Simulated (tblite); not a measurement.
Species: C₃H₃BrF₂.
Z-matrix (Å and degrees, GFN2-xTB geometry), rows numbered from 1:
```
C 
C   1  1.3202
C   2  1.4872  1  122.94
F   3  1.3407  2  112.56  1  -137.26
F   3  1.3371  2  114.06  1   -15.39
Br  3  1.9978  2  109.71  1   104.40
H   1  1.0775  2  121.82  3     0.88
H   1  1.0753  2  121.15  3  -179.47
H   2  1.0798  1  123.53  3   178.65
```

Level: GFN2-xTB in tblite, geometry and Hessian alike; calculated harmonic values, unscaled, isolated species. This tight-binding method is rough: wavenumbers can miss measured ones by several per cent, in bad cases by 10 to 20. One conformer, not necessarily the lowest.

Harmonic wavenumbers (cm⁻¹): 64.9, 208.1, 238.9, 268.3, 271.9, 426.6, 495.0, 566.8, 712.3, 852.9, 911.2, 994.0, 1006.7, 1080.3, 1185.4, 1257.4, 1391.3, 1695.5, 3095.2, 3113.2, 3150.5.

A = 3478, B = 1631, C = 1408 MHz; mass 155.939 u (most abundant isotopes); point group C1, symmetry number 1.

**Question.** What is the zero-point energy?

**Answer.** Half the sum of the wavenumbers: 11493 cm⁻¹ = 32.86 kcal/mol.

**Question.** Give the ideal-gas entropy at 298.15 K and 1 bar in the rigid-rotor, harmonic-oscillator model (classical rotation).

**Answer.** Translation 41.07, rotation 28.09, vibration 14.36: S = 83.5 cal/(mol K).

**Question.** And Cp and H(298.15 K) − H(0)?

**Answer.** Cp = 24.20 cal/(mol K), of which vibrations give 16.25 (their classical limit is 21 R = 41.7); H(298.15 K) − H(0) = 4.77 kcal/mol without the zero-point energy, 2.40 from vibrations.

**Question.** Which modes carry the vibrational entropy at 298.15 K?

**Answer.** 64.9 cm⁻¹: 4.30; 208.1 cm⁻¹: 2.06; 238.9 cm⁻¹: 1.81; 268.3 cm⁻¹: 1.61; 271.9 cm⁻¹: 1.58; 426.6 cm⁻¹: 0.87 cal/(mol K); the other 15 give 2.13 together.

**Question.** How do the functions run with temperature in this model?

**Answer.** 
```
T (K)  S (cal/(mol K))  Cp (cal/(mol K))  H − H(0) (kcal/mol)  G − H(0) (kcal/mol)  ln q(vib)
  150             69.8              16.4                 1.75                -8.72       1.21
  250             79.5              21.8                 3.66               -16.20       2.52
  400             91.3              28.6                 7.47               -29.04       4.56
  600            104.1              34.6                13.84               -48.62       7.18
  900            119.2              39.8                25.08               -82.22      10.75
```

q(vib) and H(0) count from the zero-point level.

**Question.** Blend soft modes into free rotors: weight 1/[1 + (100 cm⁻¹/ν̃)⁴] for the oscillator and the rest for a rotor with moment μB/(μ + B), μ = h/(8π²ν), B = 10⁻⁴⁴ kg m². What vibrational entropy results?

**Answer.** 13.52 cal/(mol K) in place of 14.36, which changes −T·S at 298.15 K by +0.25 kcal/mol.

**Question.** What must be added to the electronic energy to get the Gibbs energy at 298.15 K and 1 bar?

**Answer.** ZPE + [H(298.15 K) − H(0)] − T·S = 32.86 + 4.77 − 24.90 = 12.73 kcal/mol.

Hindered rotation and anharmonicity are outside this model. Other conformers, if any are populated, would add a mixing term that is left out. The structure is chiral; the term R ln 2 for an equal mix with its mirror image is left out.
